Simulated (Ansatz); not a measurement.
The same group exchange along the group Mg, Zn, Cd.

Calculated with Ansatz (gas phase, PBE0-D4/def2-TZVP geometries, no zero-point term in ΔE). CCSD(T)/CBS adds triple-zeta CCSD(T) − MP2 to the extrapolated MP2 energy (def2 sets, frozen cores). Functionals use def2-TZVPP. def2 core potentials past Kr. For Cd, Mg, Zn outer-core shells are correlated without core-valence functions, which leaves a few kJ/mol of doubt a bond. Scalar relativity is left out up to krypton. One conformer a species, not always the lowest.

```json
{"reaction": "`[SiH3][O][Mg][O][SiH3]` + `O[SiH]1[SiH2][SiH2]1` → `O[Si@@H]1[SiH2][Si@H]1[SiH3]` + `[OH][Mg][O][SiH3]`", "PBE0-D4 (kcal/mol)": "19.2", "CCSD(T)/CBS(def2) (kcal/mol)": "24.1"}
{"reaction": "`[SiH3][O][Zn][O][SiH3]` + `O[SiH]1[SiH2][SiH2]1` → `O[Si@@H]1[SiH2][Si@H]1[SiH3]` + `[OH][Zn][O][SiH3]`", "PBE0-D4 (kcal/mol)": "15.6", "CCSD(T)/CBS(def2) (kcal/mol)": "19.8"}
{"reaction": "`[SiH3][O][Cd][O][SiH3]` + `O[SiH]1[SiH2][SiH2]1` → `O[Si@@H]1[SiH2][Si@H]1[SiH3]` + `[OH][Cd][O][SiH3]`", "PBE0-D4 (kcal/mol)": "15.5", "CCSD(T)/CBS(def2) (kcal/mol)": "19.3"}
```

Largest T1 diagnostic: 0.016, for `[OH][Zn][O][SiH3]`.
